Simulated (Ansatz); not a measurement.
Molecular dynamics of C3H9ClO3Si

The input (input.yaml):

```yaml
crystal:
  periodic: [false, false, false]
  atoms:
    - { symbol: Si, position_ang: [-0.671126, -0.148578, 0.271347] }
    - { symbol: O, position_ang: [0.040357, -0.300803, 1.809034] }
    - { symbol: C, position_ang: [-0.936778, -0.002022, 2.86743] }
    - { symbol: H, position_ang: [-1.802395, -0.70153, 2.872123] }
    - { symbol: H, position_ang: [-0.406913, -0.111737, 3.833897] }
    - { symbol: H, position_ang: [-1.335326, 1.034635, 2.810034] }
    - { symbol: Cl, position_ang: [0.950555, -0.442597, -1.069141] }
    - { symbol: O, position_ang: [-1.364242, 1.389042, 0.125195] }
    - { symbol: C, position_ang: [-1.979275, 1.601034, -1.191494] }
    - { symbol: H, position_ang: [-2.769499, 0.853732, -1.424426] }
    - { symbol: H, position_ang: [-2.447946, 2.604545, -1.173199] }
    - { symbol: H, position_ang: [-1.232857, 1.583556, -2.016239] }
    - { symbol: O, position_ang: [-1.898924, -1.275333, -0.056329] }
    - { symbol: C, position_ang: [-1.436017, -2.663291, 0.049253] }
    - { symbol: H, position_ang: [-1.061733, -2.918286, 1.065593] }
    - { symbol: H, position_ang: [-2.304546, -3.314833, -0.169827] }
    - { symbol: H, position_ang: [-0.631031, -2.900834, -0.68065] }
basis:
  gaussian: { orbitals: STO-3G }
hamiltonian:
  xc: b3lyp
  dispersion: d4
md:
  timestep: 0.5
  n_steps: 100
  ensemble: nve
  temperature: 400.0
  initial_velocities: maxwell_boltzmann
  seed: 941958
```

Launched with:

```bash
$ ansatz run input.yaml --threads 1 --pin off --max-ram 2048MiB --backend cpu --events-out ev --progress --plain --runs-dir out
```

It starts from a relaxed structure.

Output, in part (step lines, the closing report, with atoms numbered from 0):

```
md step     0: t =     0.00 fs  T =   400.0 K  F+E_penalty+E_count = -29451.14549679 eV  E_kin = 0.775560 eV  conserved = -29450.36993679 eV  (24 SCF iters)
[... lines left out ...]
Total energy: -29450.75628403 eV, -1082.2953309984 hartree
Atom 0 at    -0.663246    -0.183812     0.223901 Å, force     0.281220    -1.243984     0.869805 eV/Å
Atom 1 at    -0.040506    -0.444257     1.844686 Å, force    -0.531938     0.361282    -1.260567 eV/Å
Atom 2 at    -1.104662     0.042681     2.760978 Å, force     0.628048     0.220618    -0.716742 eV/Å
Atom 3 at    -2.129353    -0.087649     2.378628 Å, force    -0.352340    -0.030732    -0.022692 eV/Å
Atom 4 at    -0.999318    -0.544875     3.663081 Å, force    -0.017316    -0.447362     1.032973 eV/Å
Atom 5 at    -0.949721     1.110088     3.004387 Å, force    -0.108284     0.189607     0.088658 eV/Å
Atom 6 at     0.924974    -0.334958    -1.187907 Å, force    -0.042711    -0.103846     0.147873 eV/Å
Atom 7 at    -1.261504     1.388075     0.150423 Å, force    -0.133422     0.019292     1.284529 eV/Å
Atom 8 at    -1.886198     1.761346    -1.084363 Å, force    -0.549237    -1.016817    -1.497331 eV/Å
Atom 9 at    -2.886363     1.282164    -1.260715 Å, force     0.268322     0.078244     0.256410 eV/Å
Atom 10 at    -2.037157     2.840145    -1.167196 Å, force     0.083445     0.683685     0.429455 eV/Å
Atom 11 at    -1.241931     1.460015    -1.929414 Å, force     0.050360     0.090568    -0.513860 eV/Å
Atom 12 at    -1.826604    -1.443941    -0.092621 Å, force     0.035471     2.031955    -0.325816 eV/Å
Atom 13 at    -1.414399    -2.733550     0.384483 Å, force     1.504995    -0.193643     0.669158 eV/Å
Atom 14 at    -1.136352    -2.790824     1.457741 Å, force    -0.038024     0.313855     0.156383 eV/Å
Atom 15 at    -2.228526    -3.408696     0.240103 Å, force    -1.507819    -0.996231    -0.240206 eV/Å
Atom 16 at    -0.564698    -3.172257    -0.163390 Å, force     0.429231     0.043509    -0.358029 eV/Å
Dipole moment:    -0.563066     0.006034     0.264478 e Å
```

The steps, from the saved trajectory:

```tsv
time (fs)	T (K)	potential energy less start (eV)	conserved less start (meV/atom)
0	400	0.000	0.00
1.5	334	0.130	0.13
3	256	0.282	0.20
4.5	239	0.315	0.10
6	204	0.383	0.15
7.5	198	0.395	0.22
9	277	0.240	0.08
10.5	301	0.192	0.05
12	246	0.301	0.19
13.5	236	0.320	0.14
15	233	0.326	0.09
16.5	197	0.397	0.19
18	219	0.354	0.17
19.5	278	0.237	0.04
21	249	0.296	0.12
22.5	199	0.393	0.18
24	195	0.400	0.12
25.5	183	0.423	0.14
27	184	0.421	0.20
28.5	250	0.292	0.10
30	282	0.229	0.05
31.5	230	0.333	0.15
33	184	0.422	0.14
34.5	154	0.479	0.13
36	131	0.524	0.18
37.5	165	0.458	0.18
39	242	0.308	0.07
40.5	263	0.268	0.11
42	249	0.294	0.12
43.5	221	0.349	0.10
45	167	0.454	0.16
46.5	141	0.505	0.19
48	174	0.440	0.12
49.5	200	0.389	0.10
```

The run went to its last step. The conserved energy stayed within 0.23 meV per atom of its start (net change 0.13 meV per atom), so the integration is sound. A run of 0.05 ps of so small a system gives no equilibrium averages. Limits of this set-up: minimal basis.

The same pairs are bonded in the first frame and the last. Pairs count as bonded within 1.25 times the sum of covalent radii (0.12 Å more for H–H).

Last frame:

```xyz
17
Properties=species:S:1:pos:R:3
Si -0.663 -0.184 0.224
O -0.041 -0.444 1.845
C -1.105 0.043 2.761
H -2.129 -0.088 2.379
H -0.999 -0.545 3.663
H -0.950 1.110 3.004
Cl 0.925 -0.335 -1.188
O -1.262 1.388 0.150
C -1.886 1.761 -1.084
H -2.886 1.282 -1.261
H -2.037 2.840 -1.167
H -1.242 1.460 -1.929
O -1.827 -1.444 -0.093
C -1.414 -2.734 0.385
H -1.136 -2.791 1.458
H -2.228 -3.409 0.240
H -0.565 -3.172 -0.163
```

The run took 10 min on 1 thread of Arm Neoverse V1, on a shared host, peak memory 0.17 GiB.
